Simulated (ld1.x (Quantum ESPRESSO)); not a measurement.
**Before and after: TM potential for Bi**

bismuth, norm-conserving Troullier–Martins (Kleinman–Bylander form), made with ld1.x (Quantum ESPRESSO) 7.5 (LDA (PZ), scalar-relativistic). Core [Xe] 4f14, reference 5d10 6s2 6p3. Waves: 6s (bound): rc 1.60 bohr; 6p (bound): rc 1.95 bohr; 5d (bound): rc 1.40 bohr. Local part: all-electron potential smoothed inside 1.40 bohr (lloc = -1). Core correction: none.

All-electron outer shells of the reference configuration (LDA (PZ), scalar-relativistic, ld1.x):

| shell | level (eV) | outermost node (bohr) | outermost maximum (bohr) |
| --- | --- | --- | --- |
| 4f | -152.95 | – | 0.34 |
| 5p | -95.96 | 0.48 | 0.86 |
| 5d | -27.18 | 0.51 | 1.03 |
| 6s | -14.76 | 0.98 | 1.86 |
| 6p | -4.77 | 1.14 | 2.44 |

Change: all radii scaled by about 0.90 (s 1.44, p 1.76, d 1.26 bohr); local potential all-electron potential smoothed inside 1.26 bohr (lloc = -1).

Cutoffs: the cutoffs (Ry, on a coarse ladder) from which the occupation-weighted sum of valence levels, in a spherical-Bessel basis at the reference potential, stays within 10 and 1 mRy of its value at 400 Ry; they do not see the model core or the augmentation charge, which bear on the density cutoff. Errors are all-electron minus pseudo energies relative to the spin-unpolarised reference configuration.

What does the change do?

The potential gets harder (60 Ry and 100 Ry → 100 Ry and 180 Ry); both files keep a bound ghost (p, s); of the 9 tests that both files solve, the error grows in 2 and shrinks in 6 by more than 15 % and 0.3 meV (median size 8.1 → 7.4 meV). A smaller radius makes the pseudo-wave follow the all-electron one further in, where it bends more sharply, so more plane waves are needed.

| quantity | base | changed |
| --- | --- | --- |
| cutoff, loose | 60 Ry | 100 Ry |
| cutoff, tight | 100 Ry | 180 Ry |
| loose cutoff by channel (10 mRy a level) | s 30 Ry, p 25 Ry, d 50 Ry | s 40 Ry, p 35 Ry, d 45 Ry |
| bound ghosts | s, p | s, p |
| error for 5d10 6s2 6p2, meV [ΔE 8.15 eV] | -3.3 | -3.0 |
| error for 5d10 6s2 6p1, meV [ΔE 23.72 eV] | -8.1 | -6.3 |
| error for 5d10 6s2 6p0, meV [ΔE 47.43 eV] | -12 | -7.4 |
| error for 5d10 6s1 6p4, meV [ΔE 10.18 eV] | -1.4 | +5.9 |
| error for 5d9 6s2 6p3, meV [ΔE 33.45 eV] | -102 | -56 |
| error for 5d10 6s0 6p5, meV [ΔE 20.72 eV] | -3.6 | +33 |
| error for 5d9 6s2 6p4, meV [ΔE 24.12 eV] | -125 | -66 |
| error for 5d10 6s2 6p3 (spin-polarised), meV [ΔE -1.02 eV] | +12 | +10.0 |
| error for 5d10 6s2 6p2 (spin-polarised), meV [ΔE 7.60 eV] | +4.3 | +3.5 |

 A true bound ghost makes a file unfit for plane-wave use even where its test errors are small: the radial tests pick states by their node count and pass the ghost by.
